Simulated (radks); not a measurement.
Initial-state core-level shifts of the phosphorus ion P3+ when its valence configuration changes from [Ne] 3s2. Method: Dirac Kohn-Sham, PBE, spin-unpolarised, spherical densities, point nucleus; open shells fill j = l - 1/2 first; computed with a radial shooting solver on a logarithmic mesh with Libxc functionals. Shifts are changes of the shell-averaged eigenvalues in eV (positive: less bound).

valence          1s      2s      2p
3p2          -2.337  -2.382  -2.340
3s1 3p1      -1.185  -1.205  -1.184
3s1.5 3p0.5  -0.597  -0.606  -0.596
3s0.5 3p1.5  -1.765  -1.797  -1.765
